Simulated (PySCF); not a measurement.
Isomers of C6H14Si3, one GFN2-xTB conformer each. Single-point energies are computed at PBE0/pcSseg-1 (PySCF, gas phase, no added dispersion term), electronic only.

| SMILES | GFN2-xTB relative energy (kcal/mol) |
| --- | --- |
| C=C[SiH2][C@@H]([SiH3])[SiH2]C#CC | 3.6 |
| C[Si@H](C#CC1CC1)[SiH2][SiH3] | 0.0 |

Conformers: `[CH2:1]=[CH:2][SiH2:3][C@@H:4]([SiH3:5])[SiH2:6][C:7]#[C:8][CH3:9]` with C1–C2–Si3–C4 19°, C2–Si3–C4–Si5 65°, Si3–C4–Si6–C7 61°; `[CH3:1][Si@H:2]([C:3]#[C:4][CH:5]1[CH2:6][CH2:7]1)[SiH2:8][SiH3:9]` with C1–Si2–Si8–Si9 97°.

Q: What does PBE0/pcSseg-1 give for the same structures?

A: 
```json
{"SMILES": "C=C[SiH2][C@@H]([SiH3])[SiH2]C#CC", "PBE0/pcSseg-1 E (Eh)": "-1104.75129", "PBE0/pcSseg-1 (kcal/mol)": "0.0", "GFN2-xTB (kcal/mol)": "3.6", "point group": "C1"}
{"SMILES": "C[Si@H](C#CC1CC1)[SiH2][SiH3]", "PBE0/pcSseg-1 E (Eh)": "-1104.74541", "PBE0/pcSseg-1 (kcal/mol)": "3.7", "GFN2-xTB (kcal/mol)": "0.0", "point group": "C1"}
```

GFN2-xTB puts C[Si@H](C#CC1CC1)[SiH2][SiH3] lowest instead. As drawn, the lower has a C=C bond outside aromatic rings, which the higher lacks; the higher has a three-membered ring and an Si–Si bond, which the lower lacks.

Q: Which frontier levels, dipoles and rotational constants go with these structures?

A: 
| SMILES | HOMO (eV, PBE0/pcSseg-1) | LUMO (eV) | dipole (D) | A, B, C (MHz) |
| --- | --- | --- | --- | --- |
| C=C[SiH2][C@@H]([SiH3])[SiH2]C#CC | -7.61 | -0.35 | 1.91 | 1193, 534.6, 407.5 |
| C[Si@H](C#CC1CC1)[SiH2][SiH3] | -7.15 | -0.33 | 1.24 | 1086, 577.2, 419.0 |
